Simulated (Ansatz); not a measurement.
Single points on the cluster TiO₄.

```yaml
crystal:
  periodic: [false, false, false]
  atoms:
    - {symbol: Ti, position_ang: [0.544871, -0.565193, 0.080925]}
    - {symbol: O, position_ang: [-0.897002, -0.118337, -0.982529]}
    - {symbol: O, position_ang: [2.026718, -0.380982, -0.461970]}
    - {symbol: O, position_ang: [-1.410139, 0.282070, 0.313890]}
    - {symbol: O, position_ang: [-0.264458, 0.782442, 1.049674]}
basis:
  gaussian: {orbitals: def2-TZVP, initial_orbitals: start.molden}
hamiltonian: {xc: {name: CAM-B3LYP}, dispersion: d4}
scf: {omitted_lower_state_checks: [starts]}
output: {orbitals: {seedname: orbitals}}
```

The file start.molden holds the orbitals of an earlier run on this structure, at another level or in another basis.

```sh
$ ansatz run in.yaml --threads 4 --pin off --events-out ev --progress --plain --max-ram 4787MiB
```

Shortened log:

```
Functional definition: CAM-B3LYP
1067 factors; their error is unknown
224 factors; integrals over basis functions are off by at most 1.3e-5 eV
mean field evaluation 1: about -31302.4155 eV, gradient 8.0e0 eV
mean field evaluation 2: about -31302.4958 eV, gradient 8.9e-2 eV
mean field evaluation 4: about -31302.5981 eV, gradient 3.7e-4 eV
mean field evaluation 8: about -31302.5981 eV, gradient 1.9e-5 eV
mean field -31302.59807479 eV, -1150.3492615856 hartree, gradient 1.9e-5 eV, S^2 0.000000; 0 other end points of the search recorded, 0 dependent functions left out
reference -31302.59819267 eV, -1150.3492659174 hartree; 27, 27 occupied and 142, 142 virtual orbitals, 1067 factors
Total energy: -31302.69289509 eV, -1150.3527461671 hartree
Checks for a lower state left out: starts
```

Hardware: 4 threads of Arm Neoverse V1 on a shared host. Wall time 2.2 s.

The first input with `gaussian: {orbitals: def2-TZVPP, initial_orbitals: start.molden}`, `correlation: {method: ccsd_t}` and without the key `hamiltonian` (abridged; 27 s):

```
Functional definition: HF
mean field -31234.18374639 eV, -1147.8350813895 hartree, gradient 1.4e-6 eV, S^2 0.000000
9 core orbitals not correlated: weight in the atoms' cores, before any rotation towards them, 1.000 or more for the frozen orbitals, at most 0.000 for the correlated occupied ones
second order -38.54010399 eV of doubles, -0.00000000 eV of singles
cycle   1  -34.72891446 eV  change     3.8e0 eV  update   3.5e-1
cycle   2  -36.90581296 eV  change    -2.2e0 eV  update   2.8e-1
cycle   3  -37.35531585 eV  change   -4.5e-1 eV  update   7.7e-2
cycle   4  -37.41117071 eV  change   -5.6e-2 eV  update   4.1e-2
cycle   5  -37.36644234 eV  change    4.5e-2 eV  update   1.5e-2
cycle   6  -37.37117781 eV  change   -4.7e-3 eV  update   8.8e-3
cycle   7  -37.37507906 eV  change   -3.9e-3 eV  update   5.2e-3
cycle   8  -37.37430415 eV  change    7.7e-4 eV  update   2.9e-3
cycle   9  -37.37377905 eV  change    5.3e-4 eV  update   1.5e-3
cycle  10  -37.37742544 eV  change   -3.6e-3 eV  update   1.1e-3
cycle  11  -37.37577190 eV  change    1.7e-3 eV  update   5.0e-4
cycle  12  -37.37446017 eV  change    1.3e-3 eV  update   3.0e-4
cycle  13  -37.37542508 eV  change   -9.6e-4 eV  update   1.2e-4
cycle  14  -37.37506304 eV  change    3.6e-4 eV  update   9.0e-5
cycle  15  -37.37505582 eV  change    7.2e-6 eV  update   4.1e-5
cycle  16  -37.37515610 eV  change   -1.0e-4 eV  update   2.2e-5
cycle  17  -37.37516963 eV  change   -1.4e-5 eV  update   1.4e-5
perturbative correction -2.35011089 eV, -0.0863649824 hartree
Total energy: -31273.90902691 eV, -1149.2949585220 hartree
Checks for a lower state left out: starts
```

As the first input, with `hamiltonian: {xc: r2scan, dispersion: d4}` (abridged; 2.7 s):

```
Functional definition: r2SCAN
mean field -31300.48152982 eV, -1150.2714799923 hartree, gradient 2.2e-5 eV, S^2 0.000000
Total energy: -31300.50659501 eV, -1150.2724011213 hartree
Checks for a lower state left out: starts
```

First input, but with `hamiltonian: {xc: pbe, dispersion: d4}`, `output: {forces: true, orbitals: {seedname: orbitals}}` (abridged; 1.6 s):

```
Functional definition: PBE
mean field -31291.54658218 eV, -1149.9431267231 hartree, gradient 2.0e-5 eV, S^2 0.000000
Total energy: -31291.65854014 eV, -1149.9472411023 hartree
Atom 0 force    -1.197651    -0.957121     0.797028 eV/Å
Atom 1 force    -0.290290    -0.090816    -1.179233 eV/Å
Atom 2 force     2.011403     0.279538    -0.749977 eV/Å
Atom 3 force    -0.863628    -0.038592     0.285920 eV/Å
Atom 4 force     0.340167     0.806990     0.846262 eV/Å
Dipole moment:    -0.086069    -0.817199     0.389016 e Å
Checks for a lower state left out: starts
```

First input, but with `hamiltonian: {xc: lda}` (abridged; 0.75 s):

```
Functional definition: SPW92
mean field -31193.09561543 eV, -1146.3251204273 hartree, gradient 7.7e-5 eV, S^2 0.000000
Total energy: -31193.09566222 eV, -1146.3251221468 hartree
Checks for a lower state left out: starts
```

The first input with `hamiltonian: {xc: pbe0, dispersion: d4}` (abridged; 2.3 s):

```
Functional definition: PBE0
mean field -31290.30563704 eV, -1149.8975228302 hartree, gradient 2.4e-5 eV, S^2 0.000000
Total energy: -31290.39901181 eV, -1149.9009542898 hartree
Checks for a lower state left out: starts
```

Geometry: PBE0-D4/def2-SVP.

Correlated methods freeze 9 core orbitals; core or outer-core shells of Ti are correlated, in sets that lack core-valence functions. The structure holds 2 bonds between oxygen atoms, so isomers without such links may lie far lower. At CCSD(T)/def2-TZVPP the test of the restricted singlet for broken spin symmetry was undecided. No other spin state of charge 0 was run. Another isomer (singlet) lies 0.17 eV lower at PBE0-D4/def2-TZVP; other spin states weren't run for this one.
